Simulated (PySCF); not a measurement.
C₅H₁₃NO₂SSi.
Numbering: `[O:1]=[S:2]1(=[O:3])[CH2:4][CH2:5][CH:6]([NH:7][SiH3:8])[CH2:9][CH2:10]1`

Geometry (GFN2-xTB, Å), atoms numbered from 1 in this order:
```xyz
23
C5H13NO2SSi angstrom
O     -3.2065   -1.1995    0.7994
S     -2.3730   -0.2219    0.1516
O     -3.0178    0.7803   -0.6517
C     -1.1323   -1.0746   -0.8642
C     -0.1652   -0.0266   -1.3734
C      0.6137    0.6715   -0.2422
N      1.4547   -0.2241    0.5123
Si     3.0090   -0.7436   -0.0095
C     -0.3274    1.4656    0.6785
C     -1.3437    0.6029    1.4001
H     -0.6653   -1.8239   -0.2313
H     -1.6668   -1.5655   -1.6735
H      0.5528   -0.4836   -2.0589
H     -0.7375    0.7243   -1.9209
H      1.2900    1.3921   -0.7170
H      0.9232   -0.8604    1.0856
H      3.0140   -1.6093   -1.2009
H      3.7479    0.4796   -0.3185
H      3.5337   -1.4766    1.1384
H     -0.8724    2.1926    0.0736
H      0.2778    2.0085    1.4088
H     -0.9017   -0.1808    2.0083
H     -2.0120    1.1998    2.0154
```

Probes without a nucleus sit at each ring's centroid and 1 Å off its mean plane on both sides; NICS is minus the shielding there, NICSzz its component along the normal. Level: GIAO PBE0/pcSseg-1 (PySCF, non-relativistic, gas phase) on the GFN2-xTB geometry, one conformer.

Ring bond lengths (Å), with Mayer bond orders in brackets: S2–C4 1.816 (0.86), C4–C5 1.514 (0.99), C5–C6 1.541 (1.01), C6–C9 1.537 (1.03), C9–C10 1.516 (1.00), C10–S2 1.816 (0.86).

Q: Give the NICS values of each ring in ppm.

A: 
| ring | type | NICS(0) | NICS(1), two faces | NICS(1)zz, two faces | rms pucker (Å) | centre to ring atoms, mean (Å) |
| --- | --- | --- | --- | --- | --- | --- |
| S2–C4–C5–C6–C9–C10 | 6-membered ring with S; formal bonds all single | -3.0 | -2.5 / -2.5 | 2.2 / 2.5 | 0.27 | 1.55 |

Q: What can be read from them?

A: 
- S2–C4–C5–C6–C9–C10: mean NICS(1)zz 2.4 ppm, near zero. S2, C4, C5, C6, C9, C10 have four or more neighbours; no verdict on aromaticity is drawn.

Q: List the ring angles and the Hirshfeld charges of the ring atoms.

A: 
- S2–C4–C5–C6–C9–C10: S2 102.2° (+0.515 e), C4 107.4° (-0.078 e), C5 112.9° (-0.080 e), C6 111.4° (+0.022 e), C9 113.7° (-0.075 e), C10 108.1° (-0.075 e); sum 655.7° against 720° for a flat convex ring.

Q: How shielded are the nuclei of the rings and their hydrogens (means over atoms taken as equivalent)?

A: 
```json
{"atoms": "S2", "environment": "sulfonyl sulfur", "σ isotropic (ppm)": "211.3"}
{"atoms": "C4 (×2)", "environment": "sp3 carbon bound to sulfur", "σ isotropic (ppm)": "132.8"}
{"atoms": "C5 (×2)", "environment": "ring CH2 carbon", "σ isotropic (ppm)": "153.6"}
{"atoms": "C6", "environment": "sp3 carbon bound to nitrogen", "σ isotropic (ppm)": "137.0"}
{"atoms": "H11 (×2)", "environment": "methylene hydrogen", "σ isotropic (ppm)": "28.92"}
{"atoms": "H12 (×2)", "environment": "methylene hydrogen", "σ isotropic (ppm)": "28.87"}
{"atoms": "H13 (×2)", "environment": "methylene hydrogen", "σ isotropic (ppm)": "29.70"}
{"atoms": "H14 (×2)", "environment": "methylene hydrogen", "σ isotropic (ppm)": "29.43"}
{"atoms": "H15", "environment": "methine hydrogen", "σ isotropic (ppm)": "28.80"}
```
